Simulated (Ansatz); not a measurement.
`[BH2][SnH]([OH])[F]` and `[OH][SnH]([F])[F]` differ in one atom or group.

Ansatz, PBE0-D4/def2-TZVP geometries, multiplicity 1. Each molecule was computed in one conformer, which needn't be the lowest.

Elements past krypton have def2 core potentials.

```
                                                                                  property  `[BH2][SnH]([OH])[F]`
                                                       HOMO energy (B3LYP/def2-TZVPP) / eV                  -8.20
                                                        LUMO energy (PBE0/def2-TZVPP) / eV                  -3.20
                                                     LUMO energy (ωB97M-V/def2-TZVPP) / eV                  -1.23
                                            size of the dipole moment (PBE/def2-TZVPP) / D                   2.38
ideal-gas entropy at 298 K and 1 bar (rigid rotor, harmonic PBE0-D4/def2-TZVP) / J/(mol·K)                    357
                                                     HOMO–LUMO gap (B3LYP/def2-TZVPP) / eV                   4.78
```

(1) What does the change do to each property? (Estimate.)

Results:

(1) The calculation gave: 
| property | `[OH][SnH]([F])[F]` | shift |
| --- | --- | --- |
| HOMO energy (B3LYP/def2-TZVPP) / eV | -9.45 | -1.25 |
| LUMO energy (PBE0/def2-TZVPP) / eV | -1.66 | 1.54 |
| LUMO energy (ωB97M-V/def2-TZVPP) / eV | 0.34 | 1.57 |
| size of the dipole moment (PBE/def2-TZVPP) / D | 1.78 | -0.60 |
| ideal-gas entropy at 298 K and 1 bar (rigid rotor, harmonic PBE0-D4/def2-TZVP) / J/(mol·K) | 333 | -24 |
| HOMO–LUMO gap (B3LYP/def2-TZVPP) / eV | 7.41 | 2.63 |

With PBE0 the HOMO falls by 1.32 eV and the LUMO rises by 1.54 eV, so the gap widens by about 2.86 eV. PBE moves the HOMO by -1.00 eV and ωB97M-V by -1.61 eV. The zero-point energy changes by -46.2 kJ/mol with -6 modes. Dipoles are sizes alone; their direction can turn.

B3LYP here is the variant with VWN-RPA as its local correlation; programs differ in this.
